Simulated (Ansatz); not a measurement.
A CCSD(T) single point on `C[BH][GeH2][F]`.

```yaml
crystal:
  periodic: [false, false, false]
  atoms:
    - {symbol: C, position_ang: [-1.345424, 0.741787, -0.435500]}
    - {symbol: B, position_ang: [-0.456660, -0.514264, -0.261571]}
    - {symbol: Ge, position_ang: [1.420710, -0.408071, 0.587897]}
    - {symbol: F, position_ang: [2.228664, -1.958734, 0.459956]}
    - {symbol: H, position_ang: [-1.079137, 1.622535, 0.151046]}
    - {symbol: H, position_ang: [-1.209491, 1.014437, -1.497001]}
    - {symbol: H, position_ang: [-2.414098, 0.534461, -0.333720]}
    - {symbol: H, position_ang: [-0.835495, -1.573406, -0.670416]}
    - {symbol: H, position_ang: [1.396302, -0.099668, 2.100412]}
    - {symbol: H, position_ang: [2.377729, 0.589722, -0.098104]}
basis:
  gaussian: {orbitals: def2-TZVPP}
correlation: {method: ccsd_t}
```

```sh
$ ansatz run in.yaml --threads 4 --pin off --events-out ev --progress --plain --max-ram 10444MiB
```

Log, shortened:

```
Functional definition: HF
1357 factors; integrals over basis functions are off by at most 1.0e-3 eV
mean field evaluation 1: about -60975.5853 eV, gradient 3.8e1 eV
mean field evaluation 2: about -60975.7037 eV, gradient 3.8e1 eV
mean field evaluation 4: about -60979.0055 eV, gradient 4.0e0 eV
mean field evaluation 8: about -60979.0652 eV, gradient 2.4e-1 eV
mean field -60979.06548728 eV, -2240.9393235623 hartree, gradient 4.4e-6 eV, S^2 0.000000; 0 other end points of the search recorded, 0 dependent functions left out
12 core orbitals not correlated: weight in the atoms' cores, before any rotation towards them, 1.000 or more for the frozen orbitals, at most 0.000 for the correlated occupied ones
reference -60979.06548728 eV, -2240.9393235623 hartree; 17, 17 occupied and 196, 196 virtual orbitals, 1357 factors
second order -21.34528743 eV of doubles, -0.00000000 eV of singles
cycle   1  -21.60996120 eV  change   -2.6e-1 eV  update   1.1e-1
cycle   2  -22.18975748 eV  change   -5.8e-1 eV  update   3.2e-2
cycle   3  -22.30711248 eV  change   -1.2e-1 eV  update   1.7e-2
cycle   4  -22.29567137 eV  change    1.1e-2 eV  update   4.0e-3
cycle   5  -22.29318872 eV  change    2.5e-3 eV  update   1.7e-3
cycle   6  -22.29364848 eV  change   -4.6e-4 eV  update   6.1e-4
cycle   7  -22.29338966 eV  change    2.6e-4 eV  update   2.3e-4
cycle   8  -22.29331846 eV  change    7.1e-5 eV  update   9.7e-5
cycle   9  -22.29335475 eV  change   -3.6e-5 eV  update   3.7e-5
perturbative correction -0.73862148 eV, -0.0271438386 hartree
Total energy: -61002.09746351 eV, -2241.7857330771 hartree
```

Hardware: 4 threads of an Arm Neoverse V1 on a shared host. Wall time 2.1 min, peak host memory 3.8 GiB.

The correlation energy is -23.032 eV, 3.2 % of it from (T); the T1 diagnostic reads 0.0118.
